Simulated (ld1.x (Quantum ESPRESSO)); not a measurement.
PBE TM semilocal dataset for titanium, non-relativistic all-electron reference.

Input for ld1.x (Quantum ESPRESSO) 7.5:

```
&input
   title='Ti', zed=22., rel=0, dft='PBE', iswitch=3,
   config='[Ar] 3d2 4s0 4p0',
   nld=3, rlderiv=2.45, eminld=-6.0, emaxld=5.0, deld=0.02
 /
 &inputp
   pseudotype=1, tm=.true., lloc=2,
   nlcc=.false.,
   file_pseudopw='Ti.pp', file_wfcaegen='ae.wfc', file_wfcncgen='nc.wfc'
 /
3
4S  1  0   0.00   0.00  2.25  2.25  0.0
3P  2  1   6.00   0.00  1.35  1.35  0.0
3D  3  2   2.00   0.00  1.35  1.35  0.0
 &test
   configts(1)='3p6 3d2 4s0 4p0'
 /
```

Command:

```bash
ld1.x < Ti.in > Ti.out
```

Output (shortened: banner, matrices, multipoles, cross overlaps and the repeated all-electron block are left out):

```
Program LD1 v.7.5
     --------------------------- All-electron run ----------------------------

     Ti

     atomic number is 22.00
     dft =PBE   lsd =0 sic =0 latt =0  beta=0.20 tr2=1.0E-14
     Exchange-correlation= PBE
                           (   1   4   3   4   0   0   0)
     mesh =1177 r(mesh) = 100.37945 a.u. xmin = -7.00 dx = 0.01250
     1 Ry =  13.60569312 eV

     n l     nl                  e(Ry)          e(Ha)          e(eV)
     1 0     1S 1( 2.00)      -356.6728      -178.3364     -4852.7811
     2 0     2S 1( 2.00)       -40.1860       -20.0930      -546.7583
     2 1     2P 1( 6.00)       -33.7591       -16.8795      -459.3155
     3 0     3S 1( 2.00)        -5.7090        -2.8545       -77.6752
     3 1     3P 1( 6.00)        -4.0160        -2.0080       -54.6407
     3 2     3D 1( 2.00)        -1.4557        -0.7278       -19.8052
     4 0     4S 1( 0.00)        -1.2329        -0.6165       -16.7749
     4 1     4P 1( 0.00)        -0.9101        -0.4551       -12.3831

     final scf error:  6.2E-15 reached in  40 iterations

     Etot =   -1696.639428 Ry,    -848.319714 Ha,  -23083.955394 eV

     Ekin =    1695.141422 Ry,     847.570711 Ha,   23063.573986 eV
     Encl =   -3995.461166 Ry,   -1997.730583 Ha,  -54361.018503 eV
     Eh   =     686.360934 Ry,     343.180467 Ha,    9338.416243 eV
     Exc  =     -82.680618 Ry,     -41.340309 Ha,   -1124.927120 eV

     normalization and overlap integrals

     s(1S/1S) =  1.000000  <r> =   0.0702  <r2> =    0.0066  r(max) =   0.0460
     s(2S/2S) =  1.000000  <r> =   0.3276  <r2> =    0.1268  r(max) =   0.2716
     s(2P/2P) =  1.000000  <r> =   0.2908  <r2> =    0.1043  r(max) =   0.2196
     s(3S/3S) =  1.000000  <r> =   1.0138  <r2> =    1.1847  r(max) =   0.8794
     s(3P/3P) =  1.000000  <r> =   1.0854  <r2> =    1.3855  r(max) =   0.9016
     s(3D/3D) =  1.000000  <r> =   1.4263  <r2> =    2.5977  r(max) =   0.9719
     s(4S/4S) =  1.000000  <r> =   2.9451  <r2> =    9.7900  r(max) =   2.6090
     s(4P/4P) =  1.000000  <r> =   3.4488  <r2> =   13.4678  r(max) =   3.0693

     ------------------------ End of All-electron run ------------------------

     --------------------- Generating NC pseudopotential ---------------------

      Generating local pot.: lloc=2, matching radius rcloc =   1.3500

      Wfc   4S  rcut= 2.246  Using Troullier-Martins method

      Wfc   3P  rcut= 1.362  Using Troullier-Martins method

     ------------------- End of pseudopotential generation -------------------

     Computing logarithmic derivative in   2.43568
     Computing logarithmic derivative in   2.43568
     Computing the partial wave expansion
     R is outside the sphere for l=    0 j= 0.00
     R is outside the sphere for l=    1 j= 0.00
       no projector for channel:   2

     ---------------------- Testing the pseudopotential ----------------------

     Ti

     atomic number is 22.00   valence charge is 10.00
     dft =PBE   lsd =0 sic =0 latt =0  beta=0.20 tr2=1.0E-14
     mesh =1177 r(mesh) = 100.37945 xmin = -7.00 dx = 0.01250

     n l     nl             e AE (Ry)        e PS (Ry)    De AE-PS (Ry)
     2 1     3P   1( 6.00)       -4.01602       -4.01602        0.00000
     3 2     3D   1( 2.00)       -1.45565       -1.45565       -0.00000
     1 0     4S   1( 0.00)       -1.23293       -1.23293       -0.00000
     3 1     4P   1( 0.00)       -0.91014       -0.91281        0.00267

     eps = 5.9E-17  iter = 14

     Etot =   -1696.639428 Ry,    -848.319714 Ha,  -23083.955394 eV
     Etotps =   -73.844722 Ry,     -36.922361 Ha,   -1004.708626 eV

     Ekin =      43.821713 Ry,      21.910857 Ha,     596.224784 eV
     Encl =    -174.053554 Ry,     -87.026777 Ha,   -2368.119239 eV
     Ehrt =      49.740614 Ry,      24.870307 Ha,     676.755534 eV
     Ecxc =      -9.805674 Ry,      -4.902837 Ha,    -133.412993 eV
     Epseu=      16.452178 Ry,       8.226089 Ha,     223.843287 eV

     ---------------------- End of pseudopotential test ----------------------
```

Generation and configuration tests took about 2.2 s on one core of a shared server CPU.

Transferability test of the new file with ld1.x, input:

```
&input
   title='Ti', zed=22., rel=0, dft='PBE', iswitch=2,
   config='[Ar] 3d2 4s0 4p0'
 /
 &test
   file_pseudo='Ti.pp', nconf=8,
   configts(1)='3p6 3d2 4s0 4p0',
   configts(2)='3p6 3d2 4s2 4p0',
   configts(3)='3p6 3d2 4s1 4p0',
   configts(4)='3p6 3d1 4s0 4p0',
   configts(5)='3p6 3d3 4s1 4p0',
   configts(6)='3p6 3d2 4s0 4p1',
   configts(7)='3p6 3d2 4s1.5 4p0',
   configts(8)='3p6 3d0 4s0 4p0'
 /
```

```bash
ld1.x < Ti.test.in > Ti.test.out
```

Pseudopotential blocks of its output, shortened (energy terms left out; the distinct warnings before each block abridged to one line each):

```
     ---------------------- Testing the pseudopotential ----------------------

     n l     nl             e AE (Ry)        e PS (Ry)    De AE-PS (Ry)
     2 1     3P   1( 6.00)       -4.01602       -4.01602        0.00000
     3 2     3D   1( 2.00)       -1.45565       -1.45565       -0.00000
     1 0     4S   1( 0.00)       -1.23293       -1.23293       -0.00000
     3 1     4P   1( 0.00)       -0.91014       -0.91281        0.00267

     eps = 1.2E-15  iter = 11

     Etot =   -1696.639428 Ry,    -848.319714 Ha,  -23083.955394 eV
     Etotps =   -73.844722 Ry,     -36.922361 Ha,   -1004.708623 eV

     ---------------------- End of pseudopotential test ----------------------

          Warning: convergence not achieved
     ---------------------- Testing the pseudopotential ----------------------

     n l     nl             e AE (Ry)        e PS (Ry)    De AE-PS (Ry)
     2 1     3P   1( 6.00)       -2.85061       -2.86366        0.01305  !
     3 2     3D   1( 2.00)       -0.32455       -0.33316        0.00861  !
     1 0     4S   1( 2.00)       -0.32509       -0.32684        0.00175
     3 1     4P   1( 0.00)       -0.10883       -0.11043        0.00160

     eps = 5.5E-12  iter =201

     Etot =   -1698.165326 Ry,    -849.082663 Ha,  -23104.716295 eV
     Etotps =   -75.374047 Ry,     -37.687024 Ha,   -1025.516158 eV
     dEtot_ae =      -1.525898 Ry
     dEtot_ps =      -1.529326 Ry,   Delta E=       0.003428 Ry

     ---------------------- End of pseudopotential test ----------------------

          Warning: convergence not achieved
     ---------------------- Testing the pseudopotential ----------------------

     n l     nl             e AE (Ry)        e PS (Ry)    De AE-PS (Ry)
     2 1     3P   1( 6.00)       -3.38496       -3.39388        0.00892  !
     3 2     3D   1( 2.00)       -0.84597       -0.85249        0.00651  !
     1 0     4S   1( 1.00)       -0.75494       -0.75718        0.00224
     3 1     4P   1( 0.00)       -0.48532       -0.48861        0.00329

     eps = 1.8E-11  iter =201

     Etot =   -1697.629785 Ry,    -848.814893 Ha,  -23097.429895 eV
     Etotps =   -74.836350 Ry,     -37.418175 Ha,   -1018.200414 eV
     dEtot_ae =      -0.990358 Ry
     dEtot_ps =      -0.991628 Ry,   Delta E=       0.001271 Ry

     ---------------------- End of pseudopotential test ----------------------

          ---------------------- Testing the pseudopotential ----------------------

     n l     nl             e AE (Ry)        e PS (Ry)    De AE-PS (Ry)
     2 1     3P   1( 6.00)       -5.20617       -5.21340        0.00723  !
     3 2     3D   1( 1.00)       -2.56362       -2.56547        0.00185
     1 0     4S   1( 0.00)       -1.93263       -1.92620       -0.00644  !
     3 1     4P   1( 0.00)       -1.53382       -1.53942        0.00560  !

     eps = 2.6E-15  iter = 16

     Etot =   -1694.647209 Ry,    -847.323605 Ha,  -23056.849879 eV
     Etotps =   -71.851651 Ry,     -35.925826 Ha,    -977.591516 eV
     dEtot_ae =       1.992219 Ry
     dEtot_ps =       1.993071 Ry,   Delta E=      -0.000852 Ry

     ---------------------- End of pseudopotential test ----------------------

          Warning: convergence not achieved
     ---------------------- Testing the pseudopotential ----------------------

     n l     nl             e AE (Ry)        e PS (Ry)    De AE-PS (Ry)
     2 1     3P   1( 6.00)       -2.61089       -2.61120        0.00032
     3 2     3D   1( 3.00)       -0.14458       -0.14560        0.00102
     1 0     4S   1( 1.00)       -0.26888       -0.27224        0.00335
     3 1     4P   1( 0.00)       -0.08152       -0.08155        0.00003

     eps = 3.8E-11  iter =201

     Etot =   -1698.095605 Ry,    -849.047802 Ha,  -23103.767692 eV
     Etotps =   -75.305823 Ry,     -37.652912 Ha,   -1024.587921 eV
     dEtot_ae =      -1.456177 Ry
     dEtot_ps =      -1.461101 Ry,   Delta E=       0.004924 Ry

     ---------------------- End of pseudopotential test ----------------------

          ---------------------- Testing the pseudopotential ----------------------

     n l     nl             e AE (Ry)        e PS (Ry)    De AE-PS (Ry)
     2 1     3P   1( 6.00)       -3.47279       -3.47070       -0.00209
     3 2     3D   1( 2.00)       -0.92581       -0.92424       -0.00156
     1 0     4S   1( 0.00)       -0.80316       -0.80403        0.00087
     3 1     4P   1( 1.00)       -0.52939       -0.53144        0.00205

     eps = 8.4E-15  iter = 12

     Etot =   -1697.358007 Ry,    -848.679003 Ha,  -23093.732157 eV
     Etotps =   -74.565688 Ry,     -37.282844 Ha,   -1014.517873 eV
     dEtot_ae =      -0.718579 Ry
     dEtot_ps =      -0.720967 Ry,   Delta E=       0.002388 Ry

     ---------------------- End of pseudopotential test ----------------------

          Warning: convergence not achieved
     ---------------------- Testing the pseudopotential ----------------------

     n l     nl             e AE (Ry)        e PS (Ry)    De AE-PS (Ry)
     2 1     3P   1( 6.00)       -3.10459       -3.11619        0.01160  !
     3 2     3D   1( 2.00)       -0.57319       -0.58126        0.00807  !
     1 0     4S   1( 1.50)       -0.53332       -0.53556        0.00224
     3 1     4P   1( 0.00)       -0.28924       -0.29186        0.00262

     eps = 5.1E-12  iter =201

     Etot =   -1697.951364 Ry,    -848.975682 Ha,  -23101.805194 eV
     Etotps =   -75.159075 Ry,     -37.579537 Ha,   -1022.591307 eV
     dEtot_ae =      -1.311936 Ry
     dEtot_ps =      -1.314353 Ry,   Delta E=       0.002417 Ry

     ---------------------- End of pseudopotential test ----------------------

          ---------------------- Testing the pseudopotential ----------------------

     n l     nl             e AE (Ry)        e PS (Ry)    De AE-PS (Ry)
     2 1     3P   1( 6.00)       -6.56640       -6.58103        0.01463  !
     3 2     3D   1( 0.00)       -3.85899       -3.85986        0.00087
     1 0     4S   1( 0.00)       -2.72477       -2.72897        0.00421
     3 1     4P   1( 0.00)       -2.25771       -2.26805        0.01035  !

     eps = 5.7E-15  iter = 12

     Etot =   -1691.450025 Ry,    -845.725013 Ha,  -23013.349977 eV
     Etotps =   -68.652494 Ry,     -34.326247 Ha,    -934.064762 eV
     dEtot_ae =       5.189402 Ry
     dEtot_ps =       5.192228 Ry,   Delta E=      -0.002826 Ry

     ---------------------- End of pseudopotential test ----------------------
```
